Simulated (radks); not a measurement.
These are the eigenvalues of the occupied orbitals of an atom or ion with whole-number occupations (hartree). Method: Dirac Kohn-Sham, BLYP, spin-unpolarised, spherical densities, finite nucleus; Fermi nuclear charge, rms radius of each element as measured or else 0.836 A^(1/3) + 0.57 fm; computed with a radial shooting solver on a logarithmic mesh with Libxc functionals.

orbital  eigenvalue
1s1/2     -932.5682
2s1/2     -139.1022
2p1/2     -129.4334
2p3/2     -122.9871
3s1/2     -27.22422
3p1/2     -23.37829
3p3/2     -22.24013
3d3/2     -15.42853
3d5/2     -15.19917
4s1/2      -5.54495
4p1/2      -4.31526
4p3/2      -4.11844
4d3/2      -2.20883
4d5/2      -2.18224

Which element is it, and in what charge state? The configuration may be excited. Open shells, if any, fill j = l - 1/2 first.

Answer. Z = 47, silver, charge +4: Ag4+ in [Kr] 4d7. The list shows which subshells hold electrons but not how many an open one holds; the 1s level, -932.57 hartree, gives Z - s = 43.2 by -(Z - s)^2/2, which with screening and relativity narrows Z to a few neighbours, and the depths of the outer levels then fix element, charge and occupations together.
